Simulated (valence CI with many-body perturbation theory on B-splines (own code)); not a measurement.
**E1 line list for Nd XXVIII**

Level of theory: configuration interaction combined with many-body perturbation theory (CI+MBPT): five valence electrons over a frozen Dirac-Fock core [Ar] 3d10, radial functions for each j: 11 s, 11 p, 10 d, 8 f, 5 g, 2 h, with the one-electron correlation potential Σ1 (screened to all orders), the two-electron term Σ2, the three-electron term Σ3, Breit, model QED; selected single and double excitations, second order for the rest, scaled by the run's own slope (own B-spline code, finite nucleus).

The last digits are not significant, and no measured levels were compared; by estimate large intervals hold to a few tenths of a per cent, small ones and those within an open d or f shell to about a per cent. Among the levels kept, up to 2000 cm⁻¹ of a level comes from second order outside the variational space, and about a tenth of that is noise between levels of different J, which matters for small intervals.

Lines 101 to 150 of 553 in falling wavelength, among levels below 2376100 cm⁻¹, chosen from the strongest by gf and those to the six lowest levels. Wavelengths and rates use the calculated energies. Electric multipoles are in the length gauge, E1 and E2 with the static RPA response of the core. Weak lines are less certain than strong ones. Lines between different terms over intervals too small for the method are left out, as are lines whose strength nearly cancels. Where a level lies close to another of its J and parity, the split of strength between their lines is uncertain. The highest levels of a list are the least certain.

Levels are named by their leading jj configuration (3d3/2^4 stands for four electrons in 3d with j = 3/2), which in mixed levels can hold well under half, so a name can repeat and another be missing. Letters in brackets count levels of one name in rising energy.

| λ vac (nm) | Upper | Lower | A (s⁻¹) | log gf | Branch % |
| --- | --- | --- | --- | --- | --- |
| 12.04 | (4s^2 4p1/2 4d3/2 4d5/2) J=5/2 [a] | (4s^2 4p1/2 4p3/2 4d5/2) J=7/2 [b] | 2.77e+10 | -0.44 | 9.6 |
| 12.04 | (4s 4p1/2 4p3/2^2 4d3/2) J=5/2 [b] | (4s^2 4p1/2^2 4d5/2) J=5/2 | 2.45e+10 | -0.50 | 16.5 |
| 12.02 | (4s 4p1/2^2 4p3/2 4d3/2) J=5/2 [a] | (4s 4p1/2^2 4p3/2^2) J=5/2 | 5.76e+09 | -1.13 | 44.0 |
| 12.02 | (4s 4p3/2^3 4d5/2) J=3/2 [a] | (4s^2 4p3/2^2 4d3/2) J=1/2 | 2.03e+10 | -0.75 | 6.6 |
| 11.99 | (4s 4p1/2 4p3/2^2 4d3/2) J=3/2 [e] | (4s^2 4p1/2 4p3/2 4d3/2) J=5/2 [a] | 5.09e+10 | -0.36 | 21.3 |
| 11.99 | (4s 4p3/2^3 4d3/2) J=5/2 [b] | (4s^2 4p3/2^2 4d3/2) J=7/2 | 7.97e+10 | 0.01 | 12.3 |
| 11.98 | (4s 4p1/2 4p3/2^2 4d3/2) J=5/2 [e] | (4s^2 4p1/2 4p3/2 4d3/2) J=5/2 [a] | 1.46e+10 | -0.73 | 11.2 |
| 11.95 | (4s^2 4p1/2 4d3/2 4d5/2) J=9/2 | (4s^2 4p1/2 4p3/2 4d5/2) J=7/2 [b] | 8.22e+09 | -0.75 | 7.7 |
| 11.94 | (4s 4p1/2 4p3/2^2 4d5/2) J=7/2 [c] | (4s^2 4p1/2 4p3/2 4d5/2) J=7/2 [a] | 2.88e+10 | -0.31 | 25.3 |
| 11.92 | (4s 4p1/2 4p3/2^2 4d5/2) J=3/2 [f] | (4s^2 4p1/2 4p3/2 4d5/2) J=5/2 [b] | 6.28e+10 | -0.27 | 12.4 |
| 11.91 | (4s 4p1/2 4p3/2^2 4d5/2) J=5/2 [b] | (4s^2 4p1/2 4p3/2 4d3/2) J=7/2 | 4.02e+10 | -0.29 | 21.5 |
| 11.91 | (4s 4p1/2 4p3/2^2 4d3/2) J=1/2 [c] | (4s 4p1/2 4p3/2^3) J=3/2 [b] | 5.08e+10 | -0.67 | 8.7 |
| 11.88 | (4s 4p1/2^2 4p3/2 4d3/2) J=7/2 | (4s 4p1/2^2 4p3/2^2) J=5/2 | 1.27e+09 | -1.67 | 18.5 |
| 11.88 | (4s^2 4p1/2 4p3/2 4d3/2) J=7/2 | (4s^2 4p1/2 4p3/2^2) J=5/2 | 3.97e+08 | -2.17 | 100.0 |
| 11.87 | (4s 4p1/2 4p3/2^2 4d5/2) J=3/2 [e] | (4s^2 4p1/2 4p3/2 4d3/2) J=5/2 [b] | 3.14e+10 | -0.58 | 8.6 |
| 11.80 | (4s^2 4p1/2 4d5/2^2) J=7/2 | (4s^2 4p1/2 4p3/2 4d5/2) J=5/2 [b] | 2.76e+10 | -0.34 | 17.4 |
| 11.80 | (4s 4p1/2 4p3/2^2 4d5/2) J=5/2 [g] | (4s^2 4p1/2 4p3/2 4d5/2) J=7/2 [b] | 6.51e+10 | -0.09 | 18.8 |
| 11.79 | (4s^2 4p1/2 4d3/2 4d5/2) J=5/2 [a] | (4s^2 4p1/2 4p3/2 4d3/2) J=5/2 [b] | 2.09e+10 | -0.58 | 7.3 |
| 11.77 | (4s^2 4p1/2 4p3/2 4d3/2) J=5/2 [a] | (4s^2 4p1/2 4p3/2^2) J=3/2 | 4.98e+08 | -2.21 | 6.6 |
| 11.77 | (4p1/2^2 4p3/2^3) J=3/2 | (4s 4p1/2^2 4p3/2^2) J=5/2 | 2.62e+10 | -0.66 | 34.6 |
| 11.77 | (4s 4p3/2^3 4d3/2) J=3/2 [b] | (4s^2 4p3/2^2 4d3/2) J=5/2 | 5.70e+10 | -0.33 | 11.6 |
| 11.76 | (4s 4p1/2 4p3/2^2 4d5/2) J=7/2 [e] | (4s^2 4p1/2 4p3/2 4d5/2) J=9/2 | 1.25e+11 | 0.32 | 50.7 |
| 11.72 | (4s 4p1/2 4p3/2^2 4d5/2) J=9/2 [d] | (4s^2 4p1/2 4p3/2 4d3/2) J=7/2 | 1.15e+10 | -0.63 | 23.8 |
| 11.72 | (4s 4p1/2 4p3/2^2 4d5/2) J=7/2 [b] | (4s^2 4p1/2 4p3/2 4d3/2) J=7/2 | 1.67e+10 | -0.56 | 19.0 |
| 11.62 | (4s 4p3/2^3 4d5/2) J=7/2 [b] | (4s^2 4p3/2^2 4d5/2) J=9/2 | 8.89e+10 | 0.16 | 26.2 |
| 11.60 | (4s 4p1/2 4p3/2^2 4d3/2) J=3/2 [a] | (4s^2 4p1/2^2 4d3/2) J=3/2 | 2.07e+10 | -0.78 | 33.5 |
| 11.57 | (4s^2 4p1/2 4p3/2 4d5/2) J=7/2 [a] | (4s^2 4p1/2 4p3/2^2) J=5/2 | 1.80e+08 | -2.54 | 100.0 |
| 11.53 | (4s 4p1/2 4p3/2^3) J=3/2 [b] | (4s^2 4p1/2 4p3/2^2) J=5/2 | 1.01e+11 | -0.09 | 49.8 |
| 11.47 | (4s 4p3/2^3 4d5/2) J=7/2 [b] | (4s^2 4p3/2^2 4d5/2) J=7/2 | 1.90e+10 | -0.52 | 5.6 |
| 11.46 | (4s^2 4p1/2^2 4d3/2) J=3/2 | (4s^2 4p1/2^2 4p3/2) J=3/2 | 6.05e+10 | -0.32 | 95.5 |
| 11.41 | (4s^2 4p3/2^2 4d3/2) J=1/2 | (4s^2 4p3/2^3) J=3/2 | 4.27e+09 | -1.78 | 1.2 |
| 11.40 | (4s^2 4p1/2 4p3/2 4d3/2) J=1/2 [b] | (4s^2 4p1/2 4p3/2^2) J=3/2 | 6.16e+10 | -0.62 | 62.3 |
| 11.38 | (4s^2 4p1/2 4p3/2 4d5/2) J=3/2 [a] | (4s^2 4p1/2 4p3/2^2) J=1/2 | 2.14e+09 | -1.78 | 0.6 |
| 11.38 | (4s^2 4p1/2 4d5/2^2) J=9/2 | (4s^2 4p1/2 4p3/2 4d5/2) J=7/2 [b] | 3.39e+10 | -0.18 | 50.3 |
| 11.34 | (4s^2 4p1/2 4d3/2 4d5/2) J=1/2 | (4s^2 4p1/2 4p3/2 4d3/2) J=3/2 [b] | 5.61e+10 | -0.66 | 11.7 |
| 11.34 | (4s^2 4p1/2 4d3/2 4d5/2) J=7/2 [a] | (4s^2 4p1/2 4p3/2 4d5/2) J=9/2 | 1.21e+10 | -0.73 | 7.8 |
| 11.33 | (4s 4p1/2 4p3/2^2 4d5/2) J=7/2 [e] | (4s^2 4p1/2 4p3/2 4d5/2) J=7/2 [a] | 1.67e+10 | -0.59 | 6.8 |
| 11.30 | (4s 4p3/2^3 4d5/2) J=5/2 [b] | (4s^2 4p3/2^2 4d5/2) J=7/2 | 3.21e+10 | -0.43 | 8.7 |
| 11.27 | (4s 4p1/2^2 4p3/2 4d3/2) J=1/2 [b] | (4s 4p1/2^2 4p3/2^2) J=3/2 | 5.78e+10 | -0.66 | 50.9 |
| 11.27 | (4s 4p1/2 4p3/2^2 4d3/2) J=5/2 [f] | (4s^2 4p1/2 4p3/2 4d3/2) J=7/2 | 3.65e+10 | -0.38 | 11.8 |
| 11.22 | (4s^2 4p3/2 4d5/2^2) J=11/2 | (4s^2 4p3/2^2 4d5/2) J=9/2 | 1.92e+10 | -0.36 | 13.9 |
| 11.22 | (4s^2 4p3/2^2 4d3/2) J=5/2 | (4s^2 4p3/2^3) J=3/2 | 7.60e+09 | -1.07 | 1.5 |
| 11.19 | (4s 4p1/2^2 4p3/2 4d3/2) J=3/2 [b] | (4s 4p1/2^2 4p3/2^2) J=5/2 | 1.17e+10 | -1.06 | 25.5 |
| 11.16 | (4s^2 4p3/2 4d3/2^2) J=5/2 | (4s^2 4p3/2^2 4d3/2) J=7/2 | 1.69e+10 | -0.72 | 1.8 |
| 11.13 | (4s 4p1/2 4p3/2^3) J=3/2 [b] | (4s^2 4p1/2 4p3/2^2) J=3/2 | 1.42e+10 | -0.98 | 7.0 |
| 11.06 | (4s^2 4p1/2 4d3/2 4d5/2) J=9/2 | (4s^2 4p1/2 4p3/2 4d5/2) J=9/2 | 6.02e+10 | 0.04 | 56.6 |
| 11.06 | (4s^2 4p3/2 4d5/2^2) J=7/2 | (4s^2 4p3/2^2 4d3/2) J=7/2 | 1.84e+10 | -0.57 | 3.9 |
| 11.05 | (4s 4p1/2 4p3/2^2 4d3/2) J=3/2 [b] | (4s^2 4p1/2^2 4d3/2) J=3/2 | 5.54e+10 | -0.39 | 27.9 |
| 11.04 | (4s^2 4p3/2^2 4f5/2) J=9/2 | (4s^2 4p3/2^2 4d3/2) J=7/2 | 2.60e+10 | -0.32 | 6.7 |
| 11.03 | (4s^2 4p3/2 4d5/2^2) J=5/2 | (4s^2 4p3/2^2 4d3/2) J=7/2 | 3.56e+10 | -0.41 | 8.0 |
